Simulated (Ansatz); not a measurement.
Saddle point of HfH2OF4, singlet (HfF₄ ([F][Hf]([F])([F])[F]) + H₂O → HfHOF₃ ([OH][Hf]([F])([F])[F]) + HF (still joined by a long Hf–F bond); bonds formed: F2–H6; dative contacts that become bonds: Hf1–O7; bonds broken: H6–O7; bonds weakened to dative contacts: Hf1–F2), PBE0-D4/def2-TZVP structure:

| atom | x (Å) | y (Å) | z (Å) |
| --- | --- | --- | --- |
| Hf1 | -0.3632 | -0.0345 | -0.6700 |
| F2 | 0.8240 | -1.4886 | 0.5736 |
| F3 | 0.8046 | -0.2715 | -2.1471 |
| F4 | -1.8393 | -1.2287 | -0.6892 |
| F5 | -1.1914 | 1.6299 | -1.0638 |
| H6 | 0.8628 | -0.6022 | 1.1745 |
| O7 | 0.4255 | 0.6198 | 1.1204 |
| H8 | 0.4769 | 1.3759 | 1.7015 |

Energies are electronic, without zero-point energy. Barriers and step energies count from the start structure reached by relaxing down the imaginary mode; all methods use the PBE0-D4 structures, on which another method's saddle can fall below an end. Program: Ansatz 0.2.0. Basis: def2-TZVPP, with def2-QZVPP for the basis limit. Cores are frozen in the correlated methods. Core potentials replace the inner electrons of the atoms past krypton. B3LYP uses VWN-RPA correlation. Extrapolation: Hartree–Fock as exp(−7.88 √X), correlation as X^−2.97.

| method | barrier (kcal/mol) | step energy (kcal/mol) |
| --- | --- | --- |
| SPW92 | 12.40 | 14.40 |
| PBE-D4 | 17.48 | 17.40 |
| BLYP-D4 | 19.12 | 18.34 |
| r2SCAN-D4 | 18.92 | 18.76 |
| B97M-V | 22.13 | 20.41 |
| PBE0-D4 | 19.12 | 18.49 |
| B3LYP-D4 | ? | 19.03 |
| r2SCAN0-D4 | 19.87 | 19.25 |
| BHLYP-D4 | 22.12 | 20.41 |
| CAM-B3LYP-D4 | ? | 19.00 |
| wB97X-V | 20.57 | 19.61 |
| wB97M-V | ? | 19.22 |
| B2PLYP | 20.21 | 19.03 |
| PBE-QIDH | 19.88 | 18.93 |
| RPA on PBE | 20.02 | 18.87 |
| HF | 27.42 | 23.71 |
| MP2 | 19.28 | 18.21 |
| CCSD | 21.37 | 19.70 |
| CCSD(T) | 20.21 | 18.92 |

Task: Fill in the withheld barriers. (To be estimated.)

Result: Computed: CAM-B3LYP-D4 19.67; B3LYP-D4 20.10; wB97M-V 20.37 kcal/mol. Each is the energy of the saddle less that of the start structure, by the same method.

For comparison, the barrier by CCSD(T) at an estimated basis limit (MP2 extrapolated from triple and quadruple zeta, plus CCSD(T) − MP2 in triple zeta) is 20.41 kcal/mol.

T1 diagnostic: at most 0.016.

The step is the kind of ligand exchange by which a precursor binds to a hydroxyl group, or is hydrolysed, in atomic layer deposition of oxides.

Labels in which every atom is bracketed show which atoms are joined, not bond orders.

For scale, one of the runs: CCSD(T)/def2-TZVPP, 239 basis functions, launched by `ansatz run in.yaml --threads 8 --pin off --events-out ev --progress --plain --max-ram 19148MiB`. Time: 4.4 min of wall clock on 8 CPU threads of an Intel Xeon; the host was shared. Peak host memory: 6 GiB.
